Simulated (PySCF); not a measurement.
## Ge⁻ (germanium, charge -1) across methods

[Ar] 3d10 4s2 4p3, high-spin 4S determinant. All numbers are calculated (PySCF 2.14, a scalar-relativistic core potential, in aug-cc-pVTZ-PP with one added diffuse shell each of s, d, f type with ECP10MDF (7s5p5d3f, 68 functions)).

```tsv
method	E (hartree)	mean ε 4s α (eV)	mean ε 4s β (eV)	mean ε 4p α (eV)	Σ⟨r²⟩ (bohr²)	⟨S²⟩
BHandHLYP	-294.4233	-8.889	-6.098	-0.098	65.54	3.751
UHF	-293.38362	-11.585	-6.539	-1.592	64.45	3.753
r2SCANh	-294.4641	-7.074	-4.653	0.697	65.21	3.751
PBE	-294.5787	-6.021	-4.375	1.154	68.56	3.751
wB97X-V	-294.5286	-10.167	-7.503	-1.286	64.91	3.752
LDA	-294.1136	-6.246	-4.790	1.079	68.78	3.750
MN15	-294.9570	-7.967	-5.936	0.042	69.21	3.752
PBE0	-294.5415	-7.504	-5.105	0.426	65.96	3.751
```

Problem. Estimate the same row for r2SCAN.

Solution. E (hartree) = -294.4681; mean ε 4s α (eV) = -6.530; mean ε 4s β (eV) = -4.333; mean ε 4p α (eV) = 0.975; Σ⟨r²⟩ (bohr²) = 65.68; ⟨S²⟩ = 3.751.

Energies and moments cover only the electrons outside the core potential. The outer electron is barely bound at this level, so radii and moments hang on the diffuse functions.

The highest occupied level is positive at r2SCANh, r2SCAN, PBE, LDA, MN15, PBE0: only the finite basis holds that electron, which in a density functional comes from self-interaction.
